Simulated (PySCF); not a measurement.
**K₂I₂: fields on a plane**

Level of theory: PySCF, PBE0, basis K def2-TZVP, I def2-TZVP with ECP28 (scalar-relativistic core potentials, no spin–orbit coupling, density fitting).

The singlet minimum has K–I 3.277 Å (×4); I–K–I 100.0° (×2), K–I–K 80.0° (×2).

The plane holds K1 at (0.00, 0.00), K2 at (4.21, 0.00), I3 at (2.11, 2.51), I4 at (2.11, -2.51) Å. Columns run from x = -1.95 to 6.45 Å, rows from y = 4.95 (top) to -4.65 Å, in steps of 0.3 Å. Other isomers or separated fragments may lie lower. Core electrons replaced by a potential are absent, the electrostatic potential uses the reduced nuclear charge, and values within about 0.7 Å of such atoms have no physical meaning.

Q: Give the electron localisation function (set to 0 where the density is under 0.005 e/Å³). Lower edges of the bins: '_' 0.000, '.' 0.088, ':' 0.176, '-' 0.263, '=' 0.351, '+' 0.439, '*' 0.527, '#' 0.615, '%' 0.702, '@' 0.790; top 0.88, each point printed twice.

A: 
```
________________________::::::::..________________________
__________________..::--==++++==--::..____________________
________________::--++**########**++--::__________________
______________..--++##%%%%%%%%%%%%##++--::________________
____________..--++##%%%%@@@@@@@@@@%%##++--..______________
____________::==**%%%%%%##++++##%%@@%%**==::______________
____________--++##%%%%**::----::**%%%%##++--..____________
__________::==**%%@@%%--++@@@@**--##@@%%**==::____________
__________::==**%%@@##::%%____%%::##@@%%**==::____________
____________::**%%@@##::##%%%%##::##@@%%**--______________
______________::**%%%%++::++++::++%%%%**--________________
________________::**%%%%++----++%%%%**::__________________
__________....____..++%%%%%%%%%%%%**..____......__________
______::++####**::____==%%%%%%%%++..__::**####++::________
____::++%%@@@@@@@@++____--****==____==@@@@@@@@%%++::______
____--##@@@@**++@@@@--____::::____--@@@@**++@@@@##--..____
__..==%%@@++@@@@**@@**____________**@@**%%@@++@@%%==..____
__..==%%@@++@@@@**@@**____________**@@**%%@@++@@%%==..____
____--##@@@@**++@@@@--____::::____--@@@@**++@@@@##--..____
____::++%%@@@@@@@@++____--****==____==@@@@@@@@%%++::______
______::++####**::____==%%%%%%%%++..__::**####++::________
__________....____..++%%%%%%%%%%%%**..____......__________
________________::**%%%%++----++%%%%**::__________________
______________::**%%%%++::++++::++%%%%**--________________
____________::**%%@@##::##%%%%##::##@@%%**--______________
__________::==**%%@@##::%%____%%::##@@%%**==::____________
__________::==**%%@@%%--++@@@@**--##@@%%**==::____________
____________--++##%%%%**::----::**%%%%##++--..____________
____________::==**%%%%%%##++++##%%@@%%**==::______________
____________..--++##%%%%@@@@@@@@@@%%##++--..______________
______________..--++##%%%%%%%%%%%%##++--::________________
________________::--++**########**++--::__________________
__________________..::--==++++==--::..____________________
```

Q: Give the electron density (e/Å³) (cut at 5 e/Å³). Lower edges of the bins (e/Å³): '0' 0.000, '1' 0.030, '2' 0.076, '3' 0.151, '4' 0.268, '5' 0.455, '6' 0.750, '7' 1.218, '8' 1.960, '9' 3.136; top 5.00.

A: 
```
00000000000000000000000000000
00000000000000000000000000000
00000000000111111000000000000
00000000001122221100000000000
00000000012334433210000000000
00000000123456654321000000000
00000000134579975431000000000
00000001235799997532100000000
00000001235799997532100000000
00000001235799997532100000000
00000001234689986432100000000
00000001124566665421100000000
00000111223345543322111000000
00012344322233332223443210000
00024677642222222246776420000
00136899863111111368998631000
00147999974110011479999741000
00147999974110011479999741000
00136899863111111368998631000
00024677642222222246776420000
00012344322233332223443210000
00000111223345543322111000000
00000001124566665421100000000
00000001234689986432100000000
00000001235799997532100000000
00000001235799997532100000000
00000001235799997532100000000
00000000134579975431000000000
00000000123456654321000000000
00000000012334433210000000000
00000000001122221100000000000
00000000000111111000000000000
00000000000000000000000000000
```
